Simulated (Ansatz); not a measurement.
Mulliken charges of CH₄Cl₂OSn (`[CH3][Sn]([OH])([Cl])[Cl]`) from r2SCAN/def2-TZVPP in Ansatz (PBE0-D4/def2-TZVP geometry).

| atom | x (Å) | y (Å) | z (Å) | charge (e) |
| --- | --- | --- | --- | --- |
| C1 | -1.490 | 0.242 | -0.029 | -0.468 |
| Sn2 | 0.596 | -0.004 | -0.215 | 1.149 |
| O3 | 1.311 | -0.822 | 1.397 | -0.538 |
| Cl4 | 1.193 | -1.349 | -2.009 | -0.363 |
| Cl5 | 1.719 | 1.998 | -0.545 | -0.363 |
| H6 | -1.686 | 0.940 | 0.783 | 0.127 |
| H7 | -1.883 | 0.633 | -0.966 | 0.123 |
| H8 | -1.934 | -0.728 | 0.191 | 0.127 |
| H9 | 2.262 | -0.956 | 1.375 | 0.207 |

**Question.** By hand: the dipole of these point charges (1 e Å = 4.8032 D).

**Answer.** Σ q r = (-0.603, -0.004, 0.232) e Å, of length 0.646 e Å = 3.10 D.

**Question.** How does the dipole of the full density compare? (Estimate.)

**Answer.** The calculation gave: (-0.422, -0.008, 0.175) e Å, 2.19 D; the point charges give 1.42 times that, at 2° from its direction.

Point charges leave out the atoms' own dipoles, such as those of lone pairs, and Mulliken's split depends on the basis, so the two needn't agree.
